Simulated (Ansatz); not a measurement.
Computed with PBE0-D3(BJ)/def2-TZVP run with Ansatz (an electronic-structure program). No frequencies were computed at this level.

Ansatz 0.2 input:
```yaml
crystal:
  periodic: [false, false, false]
  atoms:
    - { symbol: F, position_ang: [0.011419, -0.004902, 1.614077] }
    - { symbol: Si, position_ang: [0.000029, -0.000011, 0.003993] }
    - { symbol: Cl, position_ang: [1.909688, -0.131772, -0.553298] }
    - { symbol: Cl, position_ang: [-0.845002, 1.725521, -0.528169] }
    - { symbol: Cl, position_ang: [-1.076135, -1.588835, -0.536601] }
basis:
  gaussian: { orbitals: def2-tzvp }
hamiltonian:
  xc: pbe0
  dispersion: d3bj
relax:
  max_steps: 150
```

Output:

```
Functional definition: PBE0
1228 factors; their error is unknown
mean field evaluation 1: about -48151.2580 eV, gradient 3.4e1 eV
mean field evaluation 2: about -48149.2147 eV, gradient 5.3e1 eV
mean field evaluation 4: about -48152.9400 eV, gradient 6.1e-1 eV
mean field evaluation 8: about -48153.0970 eV, gradient 1.6e-1 eV
mean field evaluation 16: about -48153.0970 eV, gradient 5.2e-6 eV
mean field -48153.09698318 eV, -1769.5936747906 hartree, gradient 5.2e-6 eV, S^2 0.000000; 0 other end points of the search recorded, 0 dependent functions left out
reference -48153.09700919 eV, -1769.5936757463 hartree; 37, 37 occupied and 142, 142 virtual orbitals, 1228 factors
relax step   1: F+E_penalty+E_count = -48153.26570223 eV  Δ(F+E_penalty+E_count) = +0.000e0 eV  max|allowed force component| = 1.863e0 eV/Å  Δτ_max = 0.0000 Å  (27 SCF iters, accepted)
these checks for a lower state are left out or cut short: starts, cluster_reference, orbital_swaps, neighbouring_geometries, increment
1228 factors; their error is unknown
mean field -48153.14454543 eV, -1769.5954226708 hartree, gradient 1.2e-5 eV, S^2 0.000000; 0 other end points of the search recorded, 0 dependent functions left out
reference -48153.14457151 eV, -1769.5954236294 hartree; 37, 37 occupied and 142, 142 virtual orbitals, 1228 factors
relax step   2: F+E_penalty+E_count = -48153.31301486 eV  Δ(F+E_penalty+E_count) = -4.731e-2 eV  max|allowed force component| = 8.188e-1 eV/Å  Δτ_max = 0.0565 Å  (30 SCF iters, accepted)
these checks for a lower state are left out or cut short: starts, cluster_reference, orbital_swaps, neighbouring_geometries, increment
1228 factors; their error is unknown
mean field evaluation 32: about -48153.1542 eV, gradient 1.8e-5 eV
mean field -48153.15421067 eV, -1769.5957778619 hartree, gradient 1.8e-5 eV, S^2 0.000000; 0 other end points of the search recorded, 0 dependent functions left out
reference -48153.15423681 eV, -1769.5957788227 hartree; 37, 37 occupied and 142, 142 virtual orbitals, 1228 factors
relax step   3: F+E_penalty+E_count = -48153.32287245 eV  Δ(F+E_penalty+E_count) = -9.858e-3 eV  max|allowed force component| = 4.795e-2 eV/Å  Δτ_max = 0.0189 Å  (28 SCF iters, accepted)
these checks for a lower state are left out or cut short: starts, cluster_reference, orbital_swaps, neighbouring_geometries, increment
1228 factors; their error is unknown
mean field -48153.15422637 eV, -1769.5957784390 hartree, gradient 1.8e-5 eV, S^2 0.000000; 0 other end points of the search recorded, 0 dependent functions left out
reference -48153.15425251 eV, -1769.5957793997 hartree; 37, 37 occupied and 142, 142 virtual orbitals, 1228 factors
relax step   4: F+E_penalty+E_count = -48153.32289980 eV  Δ(F+E_penalty+E_count) = -2.736e-5 eV  max|allowed force component| = 1.309e-3 eV/Å  Δτ_max = 0.0007 Å  (22 SCF iters, accepted)
1228 factors; their error is unknown
mean field -48153.15422637 eV, -1769.5957784390 hartree, gradient 1.8e-5 eV, S^2 0.000000; 1 other end points of the search recorded, 0 dependent functions left out
reference -48153.15425251 eV, -1769.5957793997 hartree; 37, 37 occupied and 142, 142 virtual orbitals, 1228 factors
Total energy: -48153.32292594 eV, -1769.6019780338 hartree
Atom 0 at     0.011609    -0.004980     1.640719 Å, force    -0.000008     0.000006    -0.001309 eV/Å
Atom 1 at     0.000463    -0.000203     0.065756 Å, force     0.000006    -0.000009     0.001304 eV/Å
Atom 2 at     1.903017    -0.131226    -0.582718 Å, force     0.000842    -0.000057    -0.000004 eV/Å
Atom 3 at    -0.842364     1.719791    -0.557674 Å, force    -0.000368     0.000759     0.000007 eV/Å
Atom 4 at    -1.072727    -1.583381    -0.566080 Å, force    -0.000471    -0.000699     0.000003 eV/Å
Dipole moment:    -0.000819     0.000346    -0.115335 e Å
```

Cost: roughly 50 core-seconds.
